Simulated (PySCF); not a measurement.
Al(H)2(F)(NH3), H5AlFN, singlet at its PBE0/def2-SVP optimised geometry (Å):

```
8

Al    -1.1470    -0.3724     0.0000
H     -1.4435    -1.0948     1.3958
H     -1.4446    -1.0961    -1.3949
F     -1.3172     1.3099     0.0000
N      0.9137    -0.3724     0.0000
H      1.2717     0.0951    -0.8348
H      1.3172    -1.3099     0.0264
H      1.2683     0.1399     0.8097
```

Computed with PySCF 2.14.0 with PBE0/def2-TZVP.

Map of the Laplacian of the electron density (e/bohr⁵) on the plane z = 1.2 Å:

```
|@@@@@@@@@@@@@@@@@@@@@@@@@@@|
|@@@@@@@@@@@@@@@@@@@@@@@@@@@|
|@@@@@@@@@@@@@@@@@@@@@@@@@@@|
|@@@@@@@@@@@@@@@@@@@@@@@@@@@|
|@@@@@@@@@@@@@@@@@@@@@@@@@@@|
|@@@@@@@@@@@@@@@@@@@@@@@@@@@|
|@@@@@@@@@@@@@@@@@@@@@@@@@@@|
|@@@@@@@@@@@@@@@@@@@@@@@@@@@|
|@@@@@@@@@@@@@@@@@@@@@@@@@@@|
|@@@@@@@@@@@@@@@@@@@@@@@@@@@|
|@@@@@@@@@@@@@@@@@@@@@@@@@@@|
|@@@@@@@@@@@@@@@@@@@@@@@@@@@|
|@@@@@@@@@@@@@@@@@@@@@@@@@@@|
|@@@@@@@@@@@@@@@@@@@@@@@@@@@|
|@@@@@@@@@@@@@@@@@@@@@@@@@@@|
|@@@@@@@%%%@@@@@@@@@@@@@@@@@|
|@@@@@@%#*%@@@@@@@@@@@@@@@@@|
|@@@@@@%- #@@@@@@@@@@@@@@@@@|
|@@@@@@@%#%@@@@@@@@@@@@@@@@@|
|@@@@@@@@@@@@@@@@@@@@@@@@@@@|
|@@@@@@@@@@@@@@@@@@@@@@@@@@@|
|@@@@@@@@@@@@@@@@@@@@@@@@@@@|
|@@@@@@@@@@@@@@@@@@@@@@@@@@@|
|@@@@@@@@@@@@@@@@@@@@@@@@@@@|
|@@@@@@@@@@@@@@@@@@@@@@@@@@@|
|@@@@@@@@@@@@@@@@@@@@@@@@@@@|
|@@@@@@@@@@@@@@@@@@@@@@@@@@@|
```
Scale: ten equal steps from -1.43 (start of ' ') to 0.144 (end of '@'), in the order ' .:-=+*#%@'; x runs from -3.50 to 3.50, y from -3.50 (bottom) to 3.50 (top).
